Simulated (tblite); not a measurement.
C4H5F3O3.
SMILES with atom numbers: `[CH3:1][O:2][C:3](=[O:4])[O:5][CH2:6][C:7]([F:8])([F:9])[F:10]` (hydrogens: H11, H12, H13 on C1; H14, H15 on C6)

Computed with GFN2-xTB (tblite), gas phase: Langevin dynamics at 200 K from the optimised GFN2-xTB geometry, time step 0.5 fs, friction 0.01 fs⁻¹, 2000 steps. The instantaneous temperature is 2·E(kin)/(3Nk) with all 3N coordinates.

| t (fs) | T (K) | E(pot) above start (eV) | C1–O2 (Å) | O2–C3 (Å) | C3=O4 (Å) | C3–O5 (Å) | O5–C6 (Å) | C1–H11 (Å) | C1–O2–C3–O4 (°) |
| --- | --- | --- | --- | --- | --- | --- | --- | --- | --- |
| 0 | 160 | 0.000 | 1.426 | 1.319 | 1.195 | 1.355 | 1.408 | 1.091 | 1 |
| 25 | 84 | 0.183 | 1.405 | 1.339 | 1.180 | 1.338 | 1.402 | 1.111 | 0 |
| 50 | 160 | 0.172 | 1.433 | 1.349 | 1.209 | 1.387 | 1.407 | 1.085 | 2 |
| 75 | 182 | 0.159 | 1.420 | 1.338 | 1.202 | 1.352 | 1.426 | 1.093 | 7 |
| 100 | 132 | 0.227 | 1.418 | 1.324 | 1.194 | 1.325 | 1.421 | 1.111 | 6 |
| 125 | 124 | 0.214 | 1.427 | 1.346 | 1.197 | 1.385 | 1.425 | 1.106 | 8 |
| 150 | 146 | 0.150 | 1.407 | 1.338 | 1.197 | 1.359 | 1.408 | 1.104 | 0 |
| 175 | 112 | 0.267 | 1.418 | 1.306 | 1.195 | 1.343 | 1.394 | 1.081 | -7 |
| 200 | 143 | 0.299 | 1.472 | 1.356 | 1.177 | 1.376 | 1.411 | 1.073 | -9 |
| 225 | 187 | 0.218 | 1.441 | 1.298 | 1.212 | 1.335 | 1.377 | 1.094 | 4 |
| 250 | 172 | 0.252 | 1.398 | 1.289 | 1.179 | 1.372 | 1.414 | 1.078 | 4 |
| 275 | 154 | 0.353 | 1.432 | 1.309 | 1.188 | 1.366 | 1.461 | 1.087 | 2 |
| 300 | 182 | 0.369 | 1.428 | 1.299 | 1.208 | 1.340 | 1.413 | 1.080 | -10 |
| 325 | 204 | 0.291 | 1.447 | 1.351 | 1.168 | 1.366 | 1.405 | 1.096 | -16 |
| 350 | 222 | 0.239 | 1.448 | 1.331 | 1.202 | 1.345 | 1.411 | 1.109 | -9 |
| 375 | 155 | 0.305 | 1.416 | 1.300 | 1.208 | 1.359 | 1.389 | 1.112 | -3 |
| 400 | 210 | 0.295 | 1.423 | 1.324 | 1.191 | 1.367 | 1.408 | 1.061 | 15 |
| 425 | 203 | 0.226 | 1.419 | 1.312 | 1.198 | 1.353 | 1.436 | 1.062 | 3 |
| 450 | 203 | 0.322 | 1.442 | 1.336 | 1.190 | 1.314 | 1.390 | 1.107 | 7 |
| 475 | 164 | 0.319 | 1.428 | 1.331 | 1.197 | 1.330 | 1.397 | 1.086 | 2 |
| 500 | 194 | 0.302 | 1.406 | 1.334 | 1.187 | 1.367 | 1.430 | 1.073 | -1 |
| 525 | 230 | 0.317 | 1.421 | 1.317 | 1.208 | 1.392 | 1.394 | 1.119 | 3 |
| 550 | 228 | 0.344 | 1.449 | 1.318 | 1.199 | 1.340 | 1.366 | 1.082 | 2 |
| 575 | 180 | 0.277 | 1.447 | 1.314 | 1.180 | 1.357 | 1.390 | 1.077 | 5 |
| 600 | 222 | 0.238 | 1.424 | 1.297 | 1.206 | 1.361 | 1.430 | 1.101 | 1 |
| 625 | 218 | 0.295 | 1.422 | 1.320 | 1.188 | 1.353 | 1.439 | 1.092 | 5 |
| 650 | 278 | 0.246 | 1.440 | 1.298 | 1.198 | 1.317 | 1.399 | 1.069 | -4 |
| 675 | 238 | 0.383 | 1.485 | 1.333 | 1.174 | 1.403 | 1.423 | 1.119 | -11 |
| 700 | 246 | 0.274 | 1.434 | 1.301 | 1.201 | 1.351 | 1.440 | 1.103 | -5 |
| 725 | 266 | 0.246 | 1.388 | 1.296 | 1.200 | 1.322 | 1.421 | 1.082 | -8 |
| 750 | 341 | 0.324 | 1.433 | 1.359 | 1.192 | 1.386 | 1.376 | 1.065 | 0 |
| 775 | 269 | 0.324 | 1.418 | 1.330 | 1.220 | 1.373 | 1.386 | 1.069 | 10 |
| 800 | 252 | 0.510 | 1.424 | 1.330 | 1.174 | 1.337 | 1.396 | 1.117 | 21 |
| 825 | 176 | 0.533 | 1.440 | 1.341 | 1.214 | 1.362 | 1.457 | 1.122 | 27 |
| 850 | 222 | 0.509 | 1.439 | 1.333 | 1.221 | 1.345 | 1.458 | 1.107 | 21 |
| 875 | 309 | 0.348 | 1.414 | 1.343 | 1.164 | 1.338 | 1.435 | 1.042 | 11 |
| 900 | 321 | 0.239 | 1.423 | 1.317 | 1.216 | 1.376 | 1.389 | 1.091 | -4 |
| 925 | 166 | 0.289 | 1.422 | 1.322 | 1.221 | 1.361 | 1.361 | 1.110 | -6 |
| 950 | 217 | 0.320 | 1.423 | 1.345 | 1.159 | 1.363 | 1.399 | 1.113 | -2 |
| 975 | 170 | 0.378 | 1.431 | 1.304 | 1.223 | 1.349 | 1.427 | 1.072 | 12 |
| 1000 | 167 | 0.337 | 1.422 | 1.316 | 1.197 | 1.351 | 1.407 | 1.072 | 10 |

Problem. From 500 fs on, how do temperature and potential energy compare with equipartition?

Solution. The mean temperature of these 21 frames is 234 K against the target 200 K, and the mean potential energy 0.33 eV against 39 × kT/2 = 0.34 eV for 39 classical harmonic modes. For 15 atoms in a canonical ensemble the temperature itself scatters by T·√(2/(3N)) = 42 K; here its standard deviation is 49 K. The whole run lasts only 10 friction times of 100 fs, so these averages carry a wide statistical error.

Problem. What are the kinetic and total energies of the listed frame with the highest potential energy?

Solution. The one at 825 fs, 0.533 eV above the start. Its kinetic energy is 3NkT/2 = 0.342 eV at 176 K, so the sum is 0.88 eV; over the listed frames the sum runs from 0.31 to 1.00 eV, since the thermostat adds and removes energy.

Problem. How much do the listed bonds fluctuate from 500 fs on?

Solution. 
| bond | at the start (Å) | mean (Å) | standard deviation (Å) |
| --- | --- | --- | --- |
| C1–O2 | 1.426 | 1.429 | 0.018 |
| O2–C3 | 1.319 | 1.322 | 0.017 |
| C3=O4 | 1.195 | 1.197 | 0.019 |
| C3–O5 | 1.355 | 1.357 | 0.021 |
| O5–C6 | 1.408 | 1.411 | 0.028 |
| C1–H11 | 1.091 | 1.090 | 0.022 |

The motion is classical and holds no zero-point motion.

What follows is the cost of the whole dynamics run. The run took 11 s on one thread, Arm Neoverse V1 (aarch64), shared host with 32 logical CPUs at a one-minute load of 10, and the process peaked at 0.18 GiB of memory.
